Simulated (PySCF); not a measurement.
ECD: `CS[C@]1(F)C[C@@H]1[SiH3]`, C$_{4}$H$_{9}$FSSi

Molfile (atoms numbered from 1):
```
C4H9FSSi
     RDKit          3D

 16 16  0  0  0  0  0  0  0  0999 V2000
    2.6437    0.3170    0.3797 C   0  0  0  0  0  0  0  0  0  0  0  0
    1.1586   -0.6936    0.6776 S   0  0  0  0  0  0  0  0  0  0  0  0
    0.1916   -0.1528   -0.7267 C   0  0  2  0  0  0  0  0  0  0  0  0
    0.6953   -0.6482   -1.9043 F   0  0  0  0  0  0  0  0  0  0  0  0
   -0.3935    1.2169   -0.7842 C   0  0  0  0  0  0  0  0  0  0  0  0
   -1.2868    0.0085   -0.6284 C   0  0  2  0  0  0  0  0  0  0  0  0
   -2.1706   -0.3403    1.0051 Si  0  0  0  0  0  4  0  0  0  0  0  0
    2.3936    1.3695    0.4788 H   0  0  0  0  0  0  0  0  0  0  0  0
    3.3734    0.0319    1.1298 H   0  0  0  0  0  0  0  0  0  0  0  0
    3.0225    0.1002   -0.6147 H   0  0  0  0  0  0  0  0  0  0  0  0
   -0.2517    1.8622    0.0701 H   0  0  0  0  0  0  0  0  0  0  0  0
   -0.3683    1.7278   -1.7364 H   0  0  0  0  0  0  0  0  0  0  0  0
   -1.8135   -0.2869   -1.5288 H   0  0  0  0  0  0  0  0  0  0  0  0
   -3.5823   -0.0250    0.7778 H   0  0  0  0  0  0  0  0  0  0  0  0
   -1.6211    0.5362    2.0379 H   0  0  0  0  0  0  0  0  0  0  0  0
   -1.9984   -1.7470    1.3553 H   0  0  0  0  0  0  0  0  0  0  0  0
  1  2  1  0
  2  3  1  0
  3  4  1  6
  3  5  1  0
  5  6  1  0
  6  7  1  0
  6  3  1  0
  1  8  1  0
  1  9  1  0
  1 10  1  0
  5 11  1  0
  5 12  1  0
  6 13  1  6
  7 14  1  0
  7 15  1  0
  7 16  1  0
M  END
```

Computed, not measured: TDDFT B3LYP/aug-cc-pVDZ circular dichroism and optical rotation, one conformer, gas phase (PySCF 2.14.0). Geometry: GFN2-xTB.

The molecule is flexible and this is one conformer; a measurement averages over conformers. States above about 6.6 eV (minus the energy of the highest occupied orbital) lie near or above the ionisation threshold and depend on the basis.

(1) What are the CIP labels of the stereocentres?

(2) List the lowest 16 singlet excitations with oscillator and rotatory strengths.

## Answers

(1) C3 R, C6 S.

(2) Rotatory strengths R in 10⁻⁴⁰ esu² cm², velocity form and length form (origin at the centre of mass); f in length form.
| state | E (eV) | λ (nm) | f | R (velocity) | R (length) | main |
| --- | --- | --- | --- | --- | --- | --- |
| 1 | 5.28 | 235 | 0.0007 | -0.3 | -0.4 | HOMO→LUMO 0.82 |
| 2 | 5.74 | 216 | 0.012 | -13.3 | -13.1 | HOMO→LUMO+1 0.65, HOMO→LUMO 0.14 |
| 3 | 5.98 | 207 | 0.008 | 0.0 | -0.1 | HOMO→LUMO+2 0.62, HOMO→LUMO+1 0.19 |
| 4 | 6.17 | 201 | 0.009 | +2.3 | +2.3 | HOMO→LUMO+4 0.42, HOMO→LUMO+3 0.23 |
| 5 | 6.23 | 199 | 0.008 | -5.8 | -5.9 | HOMO→LUMO+3 0.67, HOMO→LUMO+4 0.22 |
| 6 | 6.34 | 196 | 0.005 | +8.3 | +8.3 | HOMO→LUMO+5 0.44, HOMO→LUMO+6 0.29 |
| 7 | 6.49 | 191 | 0.010 | +21.8 | +21.9 | HOMO→LUMO+6 0.43, HOMO→LUMO+5 0.40 |
| 8 | 6.64 | 187 | 0.006 | +13.8 | +13.6 | HOMO→LUMO+7 0.79, HOMO−1→LUMO 0.14 |
| 9 | 6.73 | 184 | 0.046 | -39.2 | -38.9 | HOMO−1→LUMO 0.81, HOMO→LUMO+7 0.13 |
| 10 | 6.79 | 183 | 0.010 | -0.8 | -0.7 | HOMO→LUMO+8 0.87 |
| 11 | 6.98 | 178 | 0.028 | -6.3 | -6.0 | HOMO−1→LUMO+1 0.89 |
| 12 | 7.07 | 175 | 0.007 | -7.7 | -8.1 | HOMO→LUMO+9 0.92 |
| 13 | 7.17 | 173 | 0.013 | -9.4 | -9.1 | HOMO→LUMO+10 0.85 |
| 14 | 7.19 | 173 | 0.011 | +16.8 | +17.1 | HOMO−1→LUMO+2 0.57, HOMO−1→LUMO+4 0.26 |
| 15 | 7.25 | 171 | 0.018 | +5.4 | +5.3 | HOMO→LUMO+11 0.57, HOMO−2→LUMO 0.22 |
| 16 | 7.32 | 169 | 0.046 | -3.8 | -3.9 | HOMO−2→LUMO 0.70, HOMO→LUMO+11 0.15 |

Among the states computed, the strongest CD band (largest |R|) is state 9. The largest dissymmetry factor in size, g = 4R/(D+G), with D and G the electric and magnetic dipole strengths, is +0.022 for state 8 (velocity form, f = 0.006), among bands with |R| over 0.5. The mirror image has the same energies and oscillator strengths and all R with the opposite sign.
